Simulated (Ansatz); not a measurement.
H2OSSi, SMILES `O[Si]S` (lower singlet; H–O–Si–S torsion 0°, O–Si–S–H torsion 0°) (charge 0, multiplicity 1). This singlet lies 2.18 eV below the relaxed triplet at the level frozen-core CCSD(T)/cc-pVTZ // PBE0-D3(BJ)/def2-TZVP (Ansatz, a first-principles code).

Cartesian coordinates (Å):
```xyz
5

O     -1.4011     0.0248    -0.1535
Si    -0.4373    -1.2522    -0.5414
S      1.5849    -0.4644    -0.3842
H     -1.0555     0.8903     0.0781
H      1.3091     0.8015    -0.0196
```
Charge 0, spin multiplicity 1.

Frozen-core energies in cc-pVDZ from Ansatz at a geometry from PBE0-D3(BJ)/def2-TZVP; the HF reference has <S^2> = 0.00 and the T1 diagnostic is 0.016.

```
level  energy (Ha)
-----  -----------
HF      -762.53334
MP2     -762.93544
CCSD    -762.96727
```

**Question.** Estimate the energies of CCSD(T), CCSDT and CCSDT(Q), and give each level's difference from CCSDT(Q).

**Answer.** 
```csv
level,energy (Ha),difference from CCSDT(Q) (mHa)
MP2,-762.93544,46.28
CCSD,-762.96727,14.45
CCSD(T),-762.97945,2.27
CCSDT,-762.98041,1.31
CCSDT(Q),-762.98172,0.00
```
